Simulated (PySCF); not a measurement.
# Two-component Hartree-Fock for Ga (gallium, neutral)

Start: [Ar] 3d10 4s2 4p1; 4p1/2 filled at m_j = +1/2. Calculated with PySCF 2.14 in x2c-SVPall-2c (5s6p3d, 38 functions): generalised Hartree-Fock with the X2C-1e Hamiltonian and a Gaussian nucleus; one run each with spin-orbit coupling (SO) switched off, then screened by Boettger's factors.

```
spinor shell  electrons  ε, spin-free (eV)  ε, screened SO (eV)  weight of nominal j (screened SO)  rms radius, screened SO (bohr)
       1s1/2          2           -10437.4             -10437.2                              1.000                          0.0561
       2s1/2          2            -1340.3              -1340.2                              1.000                           0.236
       2p1/2          2            -1162.6              -1181.6                              1.000                           0.209
       2p3/2          4            -1162.6              -1153.3                              1.000                           0.212
       3s1/2          2            -178.90              -178.84                              1.000                           0.699
       3p1/2          2            -123.01              -125.68                              1.000                           0.731
       3p3/2          4            -123.01              -121.63                              1.000                           0.741
       3d3/2          4            -31.622              -31.894                              0.998                           0.899
       3d5/2          6            -31.622              -31.351                              0.999                           0.901
       4s1/2          2            -11.756              -11.726                              0.997                            2.65
       4p1/2          1             -5.836               -5.906                              0.960                            3.56
```

```tsv
quantity	spin-free	screened SO
E (hartree)	-1941.83611	-1941.88859
M_J	1/2	1/2
⟨J²⟩	1.054	0.883
⟨L²⟩	2.037	2.038
⟨S²⟩	0.762	0.764
```

⟨J²⟩ departs a little from M_J(M_J + 1) because the unrestricted spinors polarise the closed shells.

Without spin-orbit coupling the j labels of p, d and f shells carry no meaning; the spin-free column gives the mean over the occupied spinors of each nl shell, and its ⟨J²⟩ belongs to a mixture of degenerate components.
